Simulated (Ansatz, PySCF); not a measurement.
C4H7Cl, SMILES C(/C=C\Cl)C.

Geometry optimised at PBE-D3(BJ)/def2-SVP. The values are those of a single conformer.

Vertical ionisation energy (IE) and electron affinity (EA) in eV. Rows of orbital energies are one-electron estimates. Where ΔSCF, EOM or ADC give a negative EA the extra electron is unbound and the value depends on the basis.

```
level                                                                       IE     EA
------------------------------------------------------------------------  ----  -----
−ε(HOMO), −ε(LUMO), B3LYP/def2-TZVP (PySCF)                               6.91   0.31
−ε(HOMO), −ε(LUMO), PBE/def2-TZVP (PySCF)                                 5.99   1.06
ΔSCF, CAM-B3LYP/def2-SVPD (Ansatz), final states of multiplicity 2 and 2  9.41  -1.60
ΔSCF, PBE/def2-SVPD (Ansatz), final states of multiplicity 2 and 2        9.15  -1.31
```

Q: What vertical singlet–triplet gap does ΔSCF give with CAM-B3LYP/def2-SVPD (Ansatz, a first-principles code) and with PBE/def2-SVPD (Ansatz)? (Estimate from the structure and the level; the computed values follow.)

A: 4.06 and 4.09 eV (triplet above singlet where positive).
